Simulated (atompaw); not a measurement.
# phosphorus (P): variants of one PAW (atompaw) potential

Base potential:

P (Z = 15), PAW, made with atompaw 4.2.0.5 (PBE, scalar-relativistic). Core [Ne], reference 3s2 3p3. Waves: 3s (bound): rc 1.35 bohr; 3s channel at 0.05 Ry: rc 1.95 bohr; 3p (bound): rc 1.95 bohr; 3p channel at 0.45 Ry: rc 1.95 bohr. Local part: troulliermartins scheme with l = 2 at 0 Ry, radius 1.90 bohr. Core correction: smooth core density matched at 1.60 bohr. Augmentation charge: sinc compensation charge, radius 1.65 bohr; PAW radius 1.95 bohr; waves and projectors: custom polynom gramschmidtortho.

All-electron outer shells of the reference configuration (PBE, scalar-relativistic, ld1.x):

```
shell  level (eV)  outermost node (bohr)  outermost maximum (bohr)
   2s     -173.99                   0.14                      0.42
   2p     -124.49                      –                      0.36
   3s      -13.97                   0.65                      1.58
   3p       -5.51                   0.64                      1.83
```

Cutoffs, loose and tight: the cutoffs (Ry, on a coarse ladder) from which the occupation-weighted sum of valence levels, in a spherical-Bessel basis at the reference potential, stays within 10 and 1 mRy of its value at 400 Ry. They see the waves, projectors and local potential, not the compensation charge or the core. A dash means not determined.

| change | outcome | cutoff, loose | cutoff, tight | bound ghosts |
| --- | --- | --- | --- | --- |
| base | generated | 21 Ry | 35 Ry | none |
| all radii scaled by about 0.76 (s 1.02, p 1.48 bohr); local potential troulliermartins scheme with l = 2 at 0 Ry, radius 1.44 bohr; augmentation sinc compensation charge, radius 1.26 bohr; PAW radius 1.48 bohr; waves and projectors: custom polynom gramschmidtortho; core correction smooth core density matched at 1.22 bohr | failed: atompaw: The overlap operator has at least one negative eigenvalue! | – | – | – |
| all radii scaled by about 0.83 (s 1.12, p 1.62 bohr); local potential troulliermartins scheme with l = 2 at 0 Ry, radius 1.58 bohr; augmentation sinc compensation charge, radius 1.38 bohr; PAW radius 1.62 bohr; waves and projectors: custom polynom gramschmidtortho; core correction smooth core density matched at 1.34 bohr | failed: atompaw: The overlap operator has at least one negative eigenvalue! | – | – | – |
| all radii scaled by about 0.96 (s 1.30, p 1.88 bohr); local potential troulliermartins scheme with l = 2 at 0 Ry, radius 1.82 bohr; augmentation sinc compensation charge, radius 1.58 bohr; PAW radius 1.88 bohr; waves and projectors: custom polynom gramschmidtortho; core correction smooth core density matched at 1.54 bohr | failed: atompaw: The overlap operator has at least one negative eigenvalue! | – | – | – |
| all radii scaled by about 1.21 (s 1.64, p 2.36 bohr); local potential troulliermartins scheme with l = 2 at 0 Ry, radius 2.30 bohr; augmentation sinc compensation charge, radius 2.00 bohr; PAW radius 2.36 bohr; waves and projectors: custom polynom gramschmidtortho; core correction smooth core density matched at 1.94 bohr | generated | 15 Ry | 21 Ry | none |
| all radii scaled by about 1.26 (s 1.70, p 2.46 bohr); local potential troulliermartins scheme with l = 2 at 0 Ry, radius 2.40 bohr; augmentation sinc compensation charge, radius 2.08 bohr; PAW radius 2.46 bohr; waves and projectors: custom polynom gramschmidtortho; core correction smooth core density matched at 2.02 bohr | generated | 15 Ry | 21 Ry | none |

Q: What comes out with this change to the base: all radii scaled by about 1.12 (s 1.50, p 2.18 bohr); local potential troulliermartins scheme with l = 2 at 0 Ry, radius 2.12 bohr; augmentation sinc compensation charge, radius 1.84 bohr; PAW radius 2.18 bohr; waves and projectors: custom polynom gramschmidtortho; core correction smooth core density matched at 1.78 bohr?

A: outcome: generated; cutoff, loose: 18 Ry; cutoff, tight: 30 Ry; bound ghosts: none.

Q: What comes out with this change to the base: all radii scaled by about 1.05 (s 1.42, p 2.04 bohr); local potential troulliermartins scheme with l = 2 at 0 Ry, radius 1.98 bohr; augmentation sinc compensation charge, radius 1.72 bohr; PAW radius 2.04 bohr; waves and projectors: custom polynom gramschmidtortho; core correction smooth core density matched at 1.68 bohr?

A: outcome: generated; cutoff, loose: 21 Ry; cutoff, tight: 30 Ry; bound ghosts: none.

Reading the sweep of the scale of all radii (base = 1) (base included, trends over the rows without a ghost): The loose cutoff falls from 21 Ry at 1 to 15 Ry at 1.26. A larger radius leaves more room for a smooth pseudo-wave, so fewer plane waves are needed; a smaller one forces it to follow the all-electron wave where it bends sharply. The generation fails at 0.76, 0.83, 0.96.
